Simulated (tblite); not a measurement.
H₅N₂OSi₂ (doublet state).
Geometry (GFN2-xTB, Å), atoms numbered from 1 in this order:
```xyz
10
H5N2OSi2 angstrom
O     -2.321   -0.274    0.398
Si    -1.008    0.331   -0.326
N      0.067   -0.794   -1.055
Si     1.551   -0.241   -0.393
N      0.434    0.643    0.678
H     -2.328   -1.186    0.681
H     -1.448    1.586   -0.884
H      2.322    0.775   -1.089
H      2.330   -1.252    0.308
H      0.410    0.416    1.660
```

Computed with GFN2-xTB (tblite): harmonic, unscaled wavenumbers at the GFN2-xTB geometry, gas phase. Against measured fundamentals such values can be off by several per cent, at times by over 20. Modes of hydrogen on silicon can be 10 to 20 % off. One conformer, not necessarily the lowest. Open shells enter through the occupations alone, without spin polarisation, and single modes of such species can be off by tens of per cent.

Harmonic wavenumbers (cm⁻¹): 131.1, 170.8, 264.5, 310.5, 403.4, 425.8, 496.7, 544.6, 575.0, 597.3, 673.9, 704.3, 745.0, 789.5, 812.3, 863.7, 927.9, 973.4, 1040.0, 2295.9, 2332.0, 2433.7, 3460.5, 3651.8.

A = 8865, B = 2275, C = 2063 MHz; mass 104.994 u (most abundant isotopes); point group C1, symmetry number 1; spin multiplicity 2.

Question: What is the zero-point energy?

Answer: Half the sum of the wavenumbers: 12812 cm⁻¹ = 36.63 kcal/mol.

Question: Give the ideal-gas entropy at 200 K and 1 bar in the rigid-rotor, harmonic-oscillator model (classical rotation).

Answer: Translation 37.91, rotation 25.26, vibration 7.61, spin (R ln 2) 1.38: S = 72.2 cal/(mol K).

Question: And Cp and H(200 K) − H(0)?

Answer: Cp = 20.62 cal/(mol K), of which vibrations give 12.67 (their classical limit is 24 R = 47.7); H(200 K) − H(0) = 2.58 kcal/mol without the zero-point energy, 0.99 from vibrations.

Question: What must be added to the electronic energy to get the Gibbs energy at 200 K and 1 bar?

Answer: ZPE + [H(200 K) − H(0)] − T·S = 36.63 + 2.58 − 14.43 = 24.78 kcal/mol.

Question: Blend soft modes into free rotors: weight 1/[1 + (100 cm⁻¹/ν̃)⁴] for the oscillator and the rest for a rotor with moment μB/(μ + B), μ = h/(8π²ν), B = 10⁻⁴⁴ kg m². What vibrational entropy results?

Answer: 7.66 cal/(mol K) in place of 7.61, which changes −T·S at 200 K by -0.01 kcal/mol.

Question: Which modes carry the vibrational entropy at 200 K?

Answer: 131.1 cm⁻¹: 2.18; 170.8 cm⁻¹: 1.70; 264.5 cm⁻¹: 0.98; 310.5 cm⁻¹: 0.76; 403.4 cm⁻¹: 0.45; 425.8 cm⁻¹: 0.39 cal/(mol K); the other 18 give 1.15 together.

Question: How do the functions run with temperature in this model?

Answer: 
```json
{"T (K)": "150", "S (cal/(mol K))": "66.9", "Cp (cal/(mol K))": "16.4", "H − H(0) (kcal/mol)": "1.66", "G − H(0) (kcal/mol)": "-8.37", "ln q(vib)": "0.75"}
{"T (K)": "250", "S (cal/(mol K))": "77.2", "Cp (cal/(mol K))": "24.7", "H − H(0) (kcal/mol)": "3.72", "G − H(0) (kcal/mol)": "-15.58", "ln q(vib)": "1.99"}
{"T (K)": "298.15", "S (cal/(mol K))": "81.8", "Cp (cal/(mol K))": "28.1", "H − H(0) (kcal/mol)": "4.99", "G − H(0) (kcal/mol)": "-19.41", "ln q(vib)": "2.69"}
{"T (K)": "400", "S (cal/(mol K))": "90.9", "Cp (cal/(mol K))": "33.5", "H − H(0) (kcal/mol)": "8.15", "G − H(0) (kcal/mol)": "-28.22", "ln q(vib)": "4.25"}
{"T (K)": "600", "S (cal/(mol K))": "105.8", "Cp (cal/(mol K))": "39.9", "H − H(0) (kcal/mol)": "15.56", "G − H(0) (kcal/mol)": "-47.95", "ln q(vib)": "7.34"}
{"T (K)": "900", "S (cal/(mol K))": "123.1", "Cp (cal/(mol K))": "45.0", "H − H(0) (kcal/mol)": "28.36", "G − H(0) (kcal/mol)": "-82.41", "ln q(vib)": "11.58"}
```

q(vib) and H(0) count from the zero-point level.

Hindered rotation and anharmonicity are outside this model. Other conformers, if any are populated, would add a mixing term that is left out. The structure is chiral; the term R ln 2 for an equal mix with its mirror image is left out.
